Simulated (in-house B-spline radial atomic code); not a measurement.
Configurations of the dysprosium ion Dy⁶⁺, with energies counted from [Kr] 4d10 4f8 5s2 5p4. Level of theory: Dirac-Hartree-Fock, average of configuration, Fermi nucleus of rms radius 5.2218 fm; calculated with a B-spline radial code for spherical atoms. Energies include first-order Breit, QED and recoil terms.

Occupations are held fixed; configurations that lie above the ionisation limit could autoionise.

| configuration | E - E(ref) (eV) | highest orbital | its <r> (bohr) |
| --- | --- | --- | --- |
| [Kr] 4d10 4f7 5s2 5p4 6d1 | 59.657 | 6d5/2 | 3.415 |
| [Kr] 4d10 4f7 5s2 5p4 7s1 | 63.343 | 7s1/2 | 4.175 |
| [Kr] 4d10 4f8 5s2 5p3 7s1 | 71.971 | 7s1/2 | 4.204 |
| [Kr] 4d10 4f8 5s2 5p3 5g1 | 79.529 | 5g7/2 | 3.838 |
| [Kr] 4d10 4f7 5s2 5p4 8g1 | 87.515 | 8g7/2 | 12.05 |
| [Kr] 4d9 4f8 5s2 5p4 6s1 | 200.55 | 6s1/2 | 2.474 |
| [Kr] 4d9 4f8 5s2 5p4 6g1 | 241.38 | 6g7/2 | 6.127 |

(1) Order these further configurations by energy, lowest first.
A. [Kr] 4d10 4f7 5s2 5p4 6g1
B. [Kr] 4d9 4f8 5s2 5p4 5g1
C. [Kr] 4d10 4f7 5s2 5p4 9g1
D. [Kr] 4d10 4f7 5s2 5p4 9d1
E. [Kr] 4d9 4f8 5s2 5p4 9g1

(2) How far above the reference does [Kr] 4d10 4f7 5s2 5p4 8s1 lie?

(3) How far above the reference does [Kr] 4d9 4f8 5s2 5p5 lie?

Results:

(1) A (79.307 eV), D (85.289 eV), C (89.737 eV), B (233.22 eV), E (251.82 eV).

(2) 75.172 eV; its least bound orbital is 8s1/2 with <r> = 6.286 bohr.

(3) 151.04 eV; its least bound orbital is 5p3/2 with <r> = 1.374 bohr.
